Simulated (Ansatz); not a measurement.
A made-up structure of CH4BZn (charge -1), singlet:

```tsv
atom	x (Å)	y (Å)	z (Å)
B1	-0.1310	0.6853	0.3406
C2	0.1251	0.3673	-1.0696
Zn3	-0.1112	-0.8855	1.3616
H4	0.2895	-0.6283	-1.3944
H5	0.1631	1.0894	-1.8446
H6	-0.3117	1.7590	0.7106
H7	-0.0654	-2.2859	2.0894
```

It is relaxed with PBE-D4/def2-SVPD and then PBE0-D4/def2-TZVPD (Ansatz 0.2.0). Atoms count as bonded within 1.22 times the sum of their covalent radii (H–H: 0.88 Å). The end point is not checked to be a true minimum.

**Question.** Does its bonding change? (A judgement: the text doesn't fix the answer.)

**Answer.** By the calculation: No: no bond forms or breaks.

Where it ends: The first stage lowers the energy by 0.36 eV in 5 steps. It ends as CH₄BZn ([CH2][BH][ZnH]), total charge -1:
```xyz
7
angstrom
B -0.1164 0.6477 0.2717
C 0.1311 0.4177 -1.1456
Zn -0.1167 -1.0116 1.4865
H 0.3129 -0.5606 -1.5969
H 0.1558 1.2225 -1.8903
H -0.3118 1.7717 0.7037
H -0.0965 -2.3860 2.3645
```

Labels in which every atom is bracketed show which atoms are joined, not bond orders.

For scale, one of the runs: PBE0-D4/def2-TZVPD relaxation, 161 basis functions, launched by `ansatz run in.yaml --threads 2 --pin off --events-out ev --progress --plain --max-ram 4352MiB`. The run took about 57 s on 2 CPU threads of an Intel Xeon Platinum 8259CL (shared host).
